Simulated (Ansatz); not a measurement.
Basis-set series for ClFH2NY (`[NH2][Y]([F])[Cl]`). The species carries charge 0 and has multiplicity 1. Y: def2 effective core potential. Geometry: relaxed with PBE0-D4/def2-TZVP. It is one conformer, not always the lowest.

| functional | basis | functions | energy (Eh) | HOMO (eV) | LUMO (eV) |
| --- | --- | --- | --- | --- | --- |
| PBE0-D4 | def2-SVP | 87 | -653.95261 | -7.32 | -2.02 |
| PBE0-D4 | def2-TZVPP | 188 | -654.30813 | -7.46 | -2.06 |
| ωB97M-V | def2-SVP | 87 | -654.12716 | -9.64 | -0.59 |
| ωB97M-V | def2-TZVPP | 188 | -654.48610 | -9.80 | -0.71 |

Question: Give the rows for def2-QZVPP. (Best estimate.)

Answer: Computed: 
```tsv
functional	basis	functions	energy (Eh)	HOMO (eV)	LUMO (eV)
PBE0-D4	def2-QZVPP	325	-654.33401	-7.48	-2.06
ωB97M-V	def2-QZVPP	325	-654.51066	-9.82	-0.75
```
